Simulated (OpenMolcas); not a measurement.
## Ir3+: moving the ligands

Ir3+ with 6 ligands (fluoride) in octahedral coordination (Oh) at 1.99 Å. A charge of +0.5 e stands 2.8 Å behind each ligand. Ligand basis ANO-RCC-VDZP.

- Program: OpenMolcas 26.06
- Method: CASSCF
- Basis: ANO-RCC-VTZP [8s7p5d3f1g]
- Scalar Hamiltonian: DKH2, point nucleus
- Active space: 6 electrons in 5 orbitals (5d)
- State averaging: 2S+1 = 5 even, 5 roots; 2S+1 = 3 even, 45 roots; 2S+1 = 1 even, 50 roots
- Spin-orbit coupling: RASSI with atomic mean-field integrals over the reference wave functions

Runs around this geometry, states (labels of O, the rotations of Oh). Energies in cm-1 above the lowest state or level, χT in cm3 K/mol; 10Dq and B are least-squares fits to the states below 45000 cm-1, weighted by degeneracy, with a free offset, and given where the rms deviation is under 5 % of |10Dq| (or 100 cm-1) and under 700 cm-1.

| R (Å) | Ground state | First state of that spin | 10Dq | B (rms of fit) | First gap with spin-orbit (degeneracies) | χT at 300 K | First state of another spin |
| --- | --- | --- | --- | --- | --- | --- | --- |
| 1.88 | 1A1 | 1T1 31552 | 33453 | 739 (71) | 23531 (1, 2) | 0.021 | 3T1 25485 |
| 1.99 | 1A1 | 1T1 23440 | 25723 | 754 (158) | 15101 (1, 2) | 0.035 | 3T1 17068 |
| 2.12 | 1A1 | 1T1 16511 | 18726 | 752 (183) | 7663 (1, 2) | 0.072 | 3T1 9846 |

Taking |10Dq| as R^-n, n = -ln(18726 / 33453) / ln(2.12 / 1.88) = 4.8 between the shortest and longest distance. The point-charge formula for a cubic d site gives n = 5.

Without dynamic correlation the repulsion within the d shell is too large (B by tens of per cent), so at a given field states of lower spin stand too high. With metal d orbitals alone the field can be off either way by tens of per cent. Ligand-to-metal charge-transfer states are missing. With no ligand orbital active B as a rule stays too high, so bands that hang on it stand too high and its fall with covalency is understated. The least metal-like active orbital is 76 % on the metal (Löwdin) and no ligand orbital is active, so the numbers are rough (holds for R = 1.88). The least metal-like active orbital is 79 % on the metal (Löwdin) and no ligand orbital is active, so the numbers are rough (holds for R = 1.99). Spin-orbit coupling mixes the spin-free states strongly: the lowest level takes only 64 % from its leading state, 1A1 (holds for R = 2.12). This shell can be high or low spin here, a state of another spin lies low, and with metal d orbitals alone active their balance is uncertain, so the ground spin may be wrong, although the usual error favours high spin (holds for R = 2.12). The least metal-like active orbital is 82 % on the metal (Löwdin) and no ligand orbital is active, so the numbers are rough (holds for R = 2.12). No measured value stands beside these numbers; the geometry was imposed, not optimised, and the real ion may take another.
